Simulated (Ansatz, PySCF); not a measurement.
S4, SMILES S(=S)(=S)=S.

The structure is a stationary point at ωB97X-D3(BJ)/def2-SVP.

Vertical ionisation energy (IE) and electron affinity (EA) in eV. Rows of orbital energies are one-electron estimates. Where ΔSCF, EOM or ADC give a negative EA the extra electron is unbound and the value depends on the basis.

```csv
level,IE,EA
"−ε(HOMO), −ε(LUMO), B3LYP/def2-TZVPD (PySCF)",7.07,4.30
"−ε(HOMO), −ε(LUMO), PBE/def2-TZVPD (PySCF)",[?],[?]
ADC(2)/aug-cc-pVDZ (PySCF),8.49,2.50
"ΔSCF, CAM-B3LYP/def2-SVPD (Ansatz), final states of multiplicity 2 and 2",9.60,2.68
"ΔSCF, PBE/def2-SVPD (Ansatz), final states of multiplicity 2 and 2",9.03,2.20
```

**Question.** Complete the blanks. (Estimate from the structure and the level; the computed values follow.)

**Answer.** 
- −ε(HOMO), −ε(LUMO), PBE/def2-TZVPD (PySCF), IE: 6.13
- −ε(HOMO), −ε(LUMO), PBE/def2-TZVPD (PySCF), EA: 4.70

**Question.** What vertical singlet–triplet gap does ΔSCF give with CAM-B3LYP/def2-SVPD (Ansatz, a program for electronic structure) and with PBE/def2-SVPD (Ansatz)? (Estimate from the structure and the level; the computed values follow.)

**Answer.** 1.35 and 1.31 eV (triplet above singlet where positive).

**Question.** Beyond the first one, list the lowest photoelectron lines from ADC(2)/aug-cc-pVDZ run with PySCF with their pole strengths (two spins summed). (An estimate is asked for; the answer gives what the named calculation found.)

**Answer.** 9.69 eV (1.70), 9.69 eV (1.70), 9.95 eV (1.67), 9.95 eV (1.67), 14.01 eV (1.58).
